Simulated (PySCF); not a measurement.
## Exercise with solution: oscillator strength and radiative lifetime

Bi(F)(Me)2 (C₂H₆BiF), SMILES [CH3][Bi]([F])[CH3].

Geometry: PBE-D3(BJ)/def2-SVP. The def2 effective core potentials stand for the cores of Bi; spin–orbit coupling is left out.

TDA-LC-ωPBE/def2-SVPD (PySCF 2.14.0) puts the first singlet state with f over 0.02 at 4.89 eV (vertical), with the transition dipole (0.319, 0.363, 0.000) in atomic units.

Question: Find the oscillator strength, the wavelength and the radiative lifetime that this transition would have in vacuum if emission retraced absorption.

Answer: 
|μ|² = 0.2335 au, so |μ| = 1.23 D. ΔE = 4.89/27.211 = 0.1797 hartree. f = (2/3) ΔE |μ|² = 0.028 (the program prints 0.028).
λ = 1239.84/4.89 = 254 nm; ν = 39440 cm⁻¹.
Einstein's coefficient A = 0.6670 ν² f s⁻¹ (ν in cm⁻¹) = 2.9e7 s⁻¹, so τ = 1/A = 34 ns. This state is S1. The figure is the radiative limit of this one transition; relaxation, internal conversion, crossing to triplets and a medium change what is measured.
